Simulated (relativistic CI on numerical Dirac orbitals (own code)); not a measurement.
## Slater and spin-orbit integrals, Sn¹⁰⁺

These numbers are calculated, not measured: Dirac-Coulomb-Breit CI, separate exchange-only KLI orbitals for each configuration, model QED (radiative potential, 1s self-energy scaled to tabulated hydrogen-like ionisation energies), unscaled Slater integrals (own radial code, finite nucleus).

Slater integrals F^k, G^k are unscaled and averaged over j, outside the closed core [Ar] 3d10; ζ comes from projecting the Hamiltonian with its Breit term on Σ l·s of the shell.

- 4s2 4p6 4d4: F^2(4d,4d) = 111070, F^4(4d,4d) = 74727, ζ(4d) = 4486.8 cm⁻¹; <r>(4d) = 0.9172, <r^2>(4d) = 0.9637 (bohr units).
- 4s2 4p5 4d5: ζ(4p) = 46043, F^2(4d,4d) = 111230, F^4(4d,4d) = 74831, F^2(4p,4d) = 116740, G^1(4p,4d) = 148240, G^3(4p,4d) = 92985, ζ(4d) = 4495.5 cm⁻¹; <r>(4p) = 0.8293, <r^2>(4p) = 0.7782, <r>(4d) = 0.9156, <r^2>(4d) = 0.9605 (bohr units).
- 4s2 4p6 4d3 4f: F^2(4d,4d) = 111300, F^4(4d,4d) = 74877, ζ(4d) = 4545.6, F^2(4d,4f) = 98947, F^4(4d,4f) = 64363, G^1(4d,4f) = 118490, G^3(4d,4f) = 75093, G^5(4d,4f) = 53341, ζ(4f) = 139.41 cm⁻¹; <r>(4d) = 0.9148, <r^2>(4d) = 0.9593, <r>(4f) = 1.089, <r^2>(4f) = 1.383 (bohr units).

(1) Give the Racah parameters of the d shell in 4s2 4p6 4d4.

Averages of the first 10 configurations, taken without configuration mixing, which lowers the lowest level and can move excited configurations by several eV; other configurations of the list can lie among them:

```
    Configuration  Parity  States  Average energy above the lowest level (eV)
      4s2 4p6 4d4    even     210                                         7.0
      4s2 4p5 4d5     odd    1512                                        82.0
   4s2 4p6 4d3 4f     odd    1680                                        83.8
   4s2 4p6 4d3 5s    even     240                                        67.4
       4s 4p6 4d5    even     504                                       134.9
   4s2 4p6 4d3 5p     odd     720                                        83.9
4s2 4p6 4d2 4f 5s     odd    1260                                       145.7
4s2 4p6 4d2 5s 5p     odd     540                                       147.5
   4s2 4p6 4d3 5d    even    1200                                       108.9
    4s 4p6 4d4 4f     odd    5880                                       211.0
```

Results:

(1) B = F²/49 − 5F⁴/441 = 1420 cm⁻¹ and C = 35F⁴/441 = 5931 cm⁻¹.
